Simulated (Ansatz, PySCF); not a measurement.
Breaking a bond: I2, singlet.

Levels of theory: RHF/def2-SVP, def2 effective core potentials past Kr (PySCF); UKS-PBE0 = unrestricted PBE0/def2-SVP, def2 effective core potentials past Kr (PySCF); RKS-PBE = Ansatz (an electronic-structure program) with restricted PBE/def2-SVP, def2 effective core potentials past Kr; RCCSD(T) = CCSD(T) on RHF/def2-SVP, 8 core orbitals frozen, def2 effective core potentials past Kr in PySCF.

Energies are in kcal/mol, each relative to the lowest point of its own curve near equilibrium.

```csv
R / Å,RHF,UKS-PBE0,RKS-PBE,RCCSD(T)
2.13,97.8,91.2,95.3,102.1
2.27,44.2,40.6,43.7,47.7
2.37,22.1,19.9,22.4,24.9
2.49,7.2,6.3,7.9,9.2
2.56,2.7,2.3,3.4,4.2
2.66,0.1,0.0,0.4,0.6
2.71,0.0,0.0,0.0,0.0
2.83,2.3,2.3,1.3,0.8
2.90,4.7,4.6,3.1,2.3
3.07,12.8,11.9,9.2,7.6
3.26,23.4,21.0,17.1,14.3
3.60,42.8,33.7,30.8,24.4
3.94,59.8,39.1,41.8,30.0
4.33,75.4,41.4,50.7,31.7
4.83,89.8,42.3,57.6,30.3
5.27,98.3,42.6,60.9,28.4
5.78,104.9,42.8,62.9,26.8
6.54,110.8,42.9,64.1,25.2
7.14,113.7,42.9,64.4,24.5
7.95,116.5,43.0,64.5,23.8
```

At the longest distance, 7.95 Å, RHF lies highest above its minimum (116.5 kcal/mol) and RCCSD(T) lowest (23.8 kcal/mol).

The RCCSD(T) curve passes through a maximum at 4.33 Å and then falls by 7.8 kcal/mol up to the last usable point.

The restricted form behind RHF, RKS-PBE keeps the bonding electrons paired and can't separate into open-shell fragments. The unrestricted determinant behind UKS-PBE0 is spin-contaminated at 3.26 to 7.95 Å (<S²> up to 1.0, against 0.00 for a pure singlet).
